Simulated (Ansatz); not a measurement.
Relaxation of BF₂H₃O (7 atoms, charge 0, multiplicity 1), to a largest force component of 0.03 eV/Å in at most 50 steps.

Method: RKS PBE/6-31G* in Ansatz.

```xyz
7
Properties=species:S:1:pos:R:3
B 0.067 0.304 -0.031
H 0.020 0.342 1.164
F 1.191 0.590 -0.675
F -1.051 0.112 -0.737
O 0.162 -2.183 0.730
H -0.721 -2.342 0.336
H -0.032 -1.509 1.432
```

Problem. Where does it end, and by what steps?

Solution. The forces met the threshold. After 15 steps the energy has fallen by 0.261 eV; O5 moved furthest, 0.49 Å.

| step | energy less start (eV) | largest force component (eV/Å) | accepted |
| --- | --- | --- | --- |
| 0 | 0.0000 | 0.653 | yes |
| 1 | -0.0291 | 1.611 | yes |
| 2 | 0.0580 | 3.075 | no |
| 3 | -0.0955 | 1.555 | yes |
| 4 | -0.1525 | 0.917 | yes |
| 5 | -0.2200 | 0.640 | yes |
| 6 | -0.2456 | 0.372 | yes |
| 7 | -0.2451 | 0.561 | no |
| 8 | -0.2542 | 0.189 | yes |
| 9 | -0.2547 | 0.123 | yes |
| 10 | -0.2576 | 0.122 | yes |
| 11 | -0.2586 | 0.093 | yes |
| 12 | -0.2591 | 0.148 | yes |
| 13 | -0.2604 | 0.035 | yes |
| 14 | -0.2605 | 0.037 | yes |
| 15 | -0.2607 | 0.010 | yes |

```xyz
7
Properties=species:S:1:pos:R:3
B 0.051 0.089 0.091
H 0.080 0.621 1.179
F 1.125 0.196 -0.723
F -1.162 -0.023 -0.537
O 0.208 -1.703 0.661
H -0.398 -2.152 0.031
H -0.270 -1.716 1.517
```

The run took 27 s on 1 thread of Arm Neoverse V1, on a shared host, peak memory 0.12 GiB.
